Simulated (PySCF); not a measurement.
Gas-phase reaction: 3 GeCl2 + 3 H2 = 2 GeH3Cl + GeCl4

Method: PySCF energies plus ideal-gas RRHO corrections (1 bar). † marks an energy on the PBE0/def2-TZVP geometry and frequencies; other levels use their own. MP2 freezes the core. 6-31G* has spherical d functions here. All species are closed-shell singlets. Ge: all electrons, no relativistic terms. MP2 isn't extrapolated to the basis-set limit; its ΔH°(298 K) is -237.9 kJ in def2-SVP and -207.4 kJ in def2-TZVPP. The harmonic model lacks anharmonicity and excited electronic states, which grow with temperature; levels with a mode under 35 cm⁻¹ are left out.

```json
[
 {"level": "BLYP/def2-TZVP†", "ΔE electronic, kJ": "-12", "ΔH°(298 K), kJ": "15", "ΔS°(298 K), J/K": "-401", "ΔG°(1200 K), kJ": "506"},
 {"level": "HF/6-31G*", "ΔE electronic, kJ": "-221", "ΔH°(298 K), kJ": "-191", "ΔS°(298 K), J/K": "-404", "ΔG°(1200 K), kJ": "308"},
 {"level": "HF/def2-TZVP†", "ΔE electronic, kJ": "-221", "ΔH°(298 K), kJ": "-194", "ΔS°(298 K), J/K": "-401", "ΔG°(1200 K), kJ": "297"},
 {"level": "MP2/def2-TZVPP†", "ΔE electronic, kJ": "-235", "ΔH°(298 K), kJ": "-207", "ΔS°(298 K), J/K": "-401", "ΔG°(1200 K), kJ": "283"},
 {"level": "PBE/def2-TZVP†", "ΔE electronic, kJ": "-106", "ΔH°(298 K), kJ": "-79", "ΔS°(298 K), J/K": "-401", "ΔG°(1200 K), kJ": "411"},
 {"level": "PBE0/def2-QZVP†", "ΔE electronic, kJ": "-179", "ΔH°(298 K), kJ": "-151", "ΔS°(298 K), J/K": "-401", "ΔG°(1200 K), kJ": "339"},
 {"level": "PBE0/def2-TZVP", "ΔE electronic, kJ": "-181", "ΔH°(298 K), kJ": "-154", "ΔS°(298 K), J/K": "-401", "ΔG°(1200 K), kJ": "337"},
 {"level": "ωB97M-V/def2-TZVP†", "ΔE electronic, kJ": "-161", "ΔH°(298 K), kJ": "-134", "ΔS°(298 K), J/K": "-401", "ΔG°(1200 K), kJ": "356"}
]
```
ΔH° is lowest at MP2/def2-TZVPP† and highest at BLYP/def2-TZVP†. No reference value is set beside these.
